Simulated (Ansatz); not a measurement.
Program: Ansatz. Geometries: PBE0-D4/def2-TZVP. ΔE: electronic, gas phase. CCSD(T)/CBS is the MP2 limit (def2-TZVPP, def2-QZVPP) plus CCSD(T) − MP2 in def2-TZVPP, frozen cores. This one scheme is used for every species, atoms too. For atomizations the MP2-based limit and the directly extrapolated one differ by several kJ/mol either way, and by 10 to 25 for some Ge, Se and Sn compounds, so smaller differences from it don't rank the levels. DFT in def2-TZVPP. B3LYP here is the variant with VWN-RPA as its local correlation; programs differ in this. HSE06 is defined as in plane-wave codes. No spin–orbit coupling; open shells (•) take unrestricted orbitals. Spin–orbit coupling would lower the free atoms: a little for C, F.

`FC1=C(F)C(F)(F)C(F)C1(F)F` → 5 C• + 7 F• + H•  (atomization)

```
          level  ΔE (kJ/mol)  difference from CCSD(T)/CBS
       B3LYP-D4       5751.0                        -21.5
     r2SCAN0-D4       5653.4                       -119.1
       HSE06-D4       5895.8                        123.3
           BLYP       5760.7                        -11.8
         r2SCAN       5851.0                         78.5
           PBE0       5858.4                         85.9
          B3LYP       5694.9                        -77.6
        r2SCANh       5765.4                         -7.1
        r2SCAN0       5642.8                       -129.7
          HSE06       5868.3                         95.8
        LC-ωPBE       5888.5                        116.0
    HF/def2-SVP       3962.0                      -1810.5
   MP2/def2-SVP       5770.0                         -2.5
  CCSD/def2-SVP       5409.0                       -363.5
  HF/def2-TZVPP       3874.2                      -1898.3
CCSD/def2-TZVPP       5455.8                       -316.7
    CCSD(T)/CBS       5772.5                            0
```

**Question.** What do rigid-rotor, harmonic-oscillator terms from PBE0-D4/def2-TZVP frequencies (298.15 K, 1 bar) make of the CCSD(T)/CBS value? (An estimate is asked.)

**Answer.** Computed: ΔZPE = -164.3 kJ/mol, ΔH = +5660.5 kJ/mol, ΔS = 1615 J/(mol·K), ΔG = +5178.9 kJ/mol. Open shells count their whole term as degenerate. Modes under 50 cm⁻¹ make the entropy rough.

Largest T1 diagnostic among the species: 0.013.

At CCSD(T), def2-SVP lies −266.8 kJ/mol from the extrapolated value and def2-TZVPP −168.6 kJ/mol: correlation converges slowly with the basis, and small sets miss more of it in the bonded molecule than in its fragments. From BLYP to BHLYP (50 % exact exchange), in def2-TZVPP and without D4, ΔE moves by −383.9 kJ/mol: exact exchange takes away binding that semilocal exchange gives to molecules. The D4 term adds +56.1 kJ/mol with B3LYP and +29.8 kJ/mol with PBE0; it sums over pairs of atoms, weighted by their polarisabilities, and B3LYP, whose exchange is more repulsive, gets the larger term.
